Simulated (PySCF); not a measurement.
Match the calculated data to a structure.

All candidates are C3H7FOSi.

| technique | computed result |
| --- | --- |
| Rotational structure | rotational constants A, B, C: 6.211, 1.548, 1.329 GHz [PBE0-D3(BJ)/def2-SVP] |
| Dipole | 0.85 D [CAM-B3LYP/def2-SVPD] |
| UV, strongest line | among the 10 lowest singlet transitions: S7 at 8.30 eV (149 nm, f = 0.027) [TDDFT CAM-B3LYP/def2-SVPD] |
| UV, first state | lowest singlet excitation: 7.04 eV (176 nm, f = 0.002) [TDDFT CAM-B3LYP/def2-SVPD] |
| Polarisability | 65.1 au [CAM-B3LYP/def2-SVPD] |
| XPS | Si2p3/2 107.6, C1s 291.0, C1s 292.5, C1s 293.0, O1s 538.4, F1s 692.7, Si1s 1847.5 eV [ΔSCF SCAN, pcX-2 on the ionised atom, pcseg-1 elsewhere, spin-free X2C, 2p3/2 from a spin–orbit splitting computed afterwards within the 2p shell] |
| NMR, other nuclei | isotropic shieldings of nuclei other than C and H, by class: 314 (1 O), 407 (1 F), 382 (1 Si) ppm [GIAO PBE0/pcSseg-1] |
| Triplet | lowest triplet excitation (Tamm–Dancoff): 6.77 eV [TDA CAM-B3LYP/def2-SVPD] |
| Valence photoelectron | vertical ionisation energy: 9.99 eV [ΔSCF CAM-B3LYP/def2-SVPD] |
| 13C NMR | chemical shifts (computed TMS as zero) by class: 72.7 (1 C), 54.0 (1 C), 17.5 (1 C) ppm [GIAO PBE0/pcSseg-1] |

Electronic properties: PySCF, gas phase, density fitting. Levels stand in brackets. Isolated species at its PBE0-D3(BJ)/def2-SVP geometry (one conformer only). Each NMR value is the plain mean over a class of atoms that symmetry, rotation or inversion makes alike.

**Question.** Which candidate is it?
A. `F[C@@H]1C[C@H]1O[SiH3]`
B. `FC/C=C\O[SiH3]`
C. `CO[C@@H]1[SiH2][C@@H]1F`

**Answer.** A. It is `F[C@@H]1C[C@H]1O[SiH3]`. Numbering: `[F:1][C@@H:2]1[CH2:3][C@H:4]1[O:5][SiH3:6]`. Its formula, C3H7FOSi, gives 1 degree of unsaturation: 1 ring and 0 π bonds in the structure found. 3 carbons fall into 3 classes; from least to most shielded: sp3 C–F carbon [C2] (72.7 ppm), ring sp3 carbon bound to oxygen [C4] (54.0 ppm), three-membered-ring carbon [C3] (17.5 ppm). The other shieldings belong to: 314 ppm, silyl ether oxygen [O5]; 407 ppm, alkyl fluorine [F1]; 382 ppm, oxygen-bound silicon [Si6]. The core levels belong to: Si2p3/2 107.6 eV, oxygen-bound silicon [Si6]; C1s 291.0 eV, three-membered-ring carbon [C3]; C1s 292.5 eV, sp3 carbon bound to oxygen [C4]; C1s 293.0 eV, sp3 C–F carbon [C2]; O1s 538.4 eV, silyl ether oxygen [O5]; F1s 692.7 eV, alkyl fluorine [F1]; Si1s 1847.5 eV, oxygen-bound silicon [Si6]. The first electron is taken from the HOMO, whose largest Löwdin shares are 0.29 on the silyl ether oxygen, 0.20 on the sp3 C–F carbon, 0.19 on the sp3 carbon bound to oxygen and 0.12 on the alkyl fluorine. The optimised geometry has point group C1 and is an asymmetric top.

The others, at the same levels:
- `FC/C=C\O[SiH3]` fails: its computed 13C shifts are 149.8 (1 C), 114.7 (1 C), 75.6 (1 C) ppm, core binding energies are Si2p3/2 108.0, C1s 290.2, C1s 292.3, C1s 292.9, O1s 538.8, F1s 691.9, Si1s 1847.8 eV and lowest singlet excitation is 6.18 eV (201 nm, f = 0.007) (against 7.04 eV).
- `CO[C@@H]1[SiH2][C@@H]1F` fails: its computed 13C shifts are 76.6 (1 C), 62.5 (1 C), 56.7 (1 C) ppm, core binding energies are Si2p3/2 106.8, C1s 291.6, C1s 292.0, C1s 292.2, O1s 538.5, F1s 692.3, Si1s 1846.5 eV and lowest singlet excitation is 5.82 eV (213 nm, f = 0.001) (against 7.04 eV).

Each candidate is one conformer, not necessarily the lowest. The conformers computed, where there is a choice (atom-mapped SMILES and torsion angles):
- `[F:1][C@@H:2]1[CH2:3][C@H:4]1[O:5][SiH3:6]`: C3–C4–O5–Si6 152°
- `[F:1][CH2:2]/[CH:3]=[CH:4]\[O:5][SiH3:6]`: F1–C2–C3–C4 125°, C3–C4–O5–Si6 -161°
- `[CH3:1][O:2][C@@H:3]1[SiH2:4][C@@H:5]1[F:6]`: C1–O2–C3–Si4 151°
